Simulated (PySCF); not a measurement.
Changes within a family of molecules, several properties at once.

PySCF, wB97X-D/def2-SVPD, density fitting, gas phase; each molecule at its own PBE0-D3(BJ)/def2-SVP geometry, one conformer. Singlet excitations by full TDDFT with frozen cores, triplets by Tamm–Dancoff TDDFT and ionisation energies by ΔSCF, from the lowest of the holes tried. 

Reference: `[H]/N=C\C1=C[CH2][GeH2][CH2]1`, with HOMO energy -9.07 eV, LUMO energy 0.58 eV, lowest singlet excitation 4.90 eV, lowest triplet excitation 3.53 eV, mean polarisability 96.6 au and vertical ionisation energy 9.16 eV.

Changes against it:

| molecule | Δ HOMO energy (eV) | Δ LUMO energy (eV) | Δ lowest singlet excitation (eV) | Δ lowest triplet excitation (eV) | Δ mean polarisability (au) | Δ vertical ionisation energy (eV) |
| --- | --- | --- | --- | --- | --- | --- |
| FC(F)(F)OC1=C[CH2][GeH2][CH2]1 | +0.13 | +1.25 | +1.87 | +0.82 | -4.2 | -0.10 |
| CC(C)C1=C[CH2][GeH2][CH2]1 | +0.56 | +1.41 | +1.65 | +0.71 | +14.9 | -0.65 |
| COCC1=C[CH2][GeH2][CH2]1 | +0.31 | +1.46 | +1.89 | +0.80 | +9.4 | -0.35 |
| FC(F)(F)SC1=C[CH2][GeH2][CH2]1 | -0.23 | +0.44 | +0.47 | +0.60 | +13.1 | +0.26 |

Rows whose labels were lost:

```
row  Δ HOMO energy (eV)  Δ LUMO energy (eV)  Δ lowest singlet excitation (eV)  Δ lowest triplet excitation (eV)  Δ mean polarisability (au)  Δ vertical ionisation energy (eV)
  P               +0.36               +0.30                             -0.46                             +0.16                       +11.5                              -0.39
  Q               -0.86               +0.15                             +1.68                             +0.68                        +7.8                              +0.83
```

Problem. Which row belongs to which of `O=S(=O)(O)C1=C[CH2][GeH2][CH2]1` and `C/N=C\C1=C[CH2][GeH2][CH2]1`?

Solution. P = `C/N=C\C1=C[CH2][GeH2][CH2]1` and Q = `O=S(=O)(O)C1=C[CH2][GeH2][CH2]1`. P and Q are told apart most clearly by the lowest singlet excitation (-0.46 against +1.68 eV).
